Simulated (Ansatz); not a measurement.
System: Si2H4Cl, charge 0, doublet. Si2H4Cl (SMILES [SiH3][SiH]Cl, doublet).
B3LYP-D3(BJ)/def2-TZVP minimum from Ansatz (a program for electronic structure):
```xyz
7

Si    -1.6577    -0.8732     0.1435
Si     0.6583    -0.5308     0.2663
Cl     1.1298     1.3622    -0.4535
H     -2.0702    -0.7976    -1.2759
H     -1.9518    -2.2253     0.6759
H     -2.4065     0.1400     0.9275
H      1.2135    -0.6185     1.6441
```
Charge 0, spin multiplicity 2.

Property: atomisation energy (electronic, to ground-state atoms), in kJ/mol. Open shells are spin-unrestricted; no spin-orbit coupling. CBS(X,Y): correlation extrapolated as X^-3, Hartree-Fock from the larger set. A bracket is a step between two methods taken in the basis named. Functionals run without relativity, which enters their misses. Double hybrids freeze cores in their MP2 part. 'core' is core correlation in cc-pwCVTZ (1s frozen past Ne), 'X2C' scalar relativity in cc-pVTZ-DK, both at CCSD(T). Where a partner has so few electrons that a lower coupled-cluster level is exact, that level stands in.

CCSD(T)/CBS(cc-pV(T+d)Z,cc-pV(Q+d)Z) + [CCSDT(Q) - CCSD(T)]/cc-pV(D+d)Z + core + X2C (Ansatz) gives 1914.2 kJ/mol.

Q: How far off this value is PBE/def2-TZVPD (Ansatz), in which direction, and which of these levels come nearer: PBE0/def2-TZVPD, wB97M-V/def2-TZVPD, B2PLYP/def2-TZVPD, CCSD(T)/CBS(cc-pV(T+d)Z,cc-pV(Q+d)Z) + core + X2C?

A: PBE gives 1887.9 kJ/mol, 26.3 kJ/mol below it. Differences of the others: PBE0/def2-TZVPD (Ansatz) -27.3; wB97M-V/def2-TZVPD (Ansatz) -4.6; B2PLYP/def2-TZVPD (Ansatz) -44.5; CCSD(T)/CBS(cc-pV(T+d)Z,cc-pV(Q+d)Z) + core + X2C (Ansatz) -1.9 kJ/mol. Nearer than PBE: wB97M-V/def2-TZVPD, CCSD(T)/CBS(cc-pV(T+d)Z,cc-pV(Q+d)Z) + core + X2C.
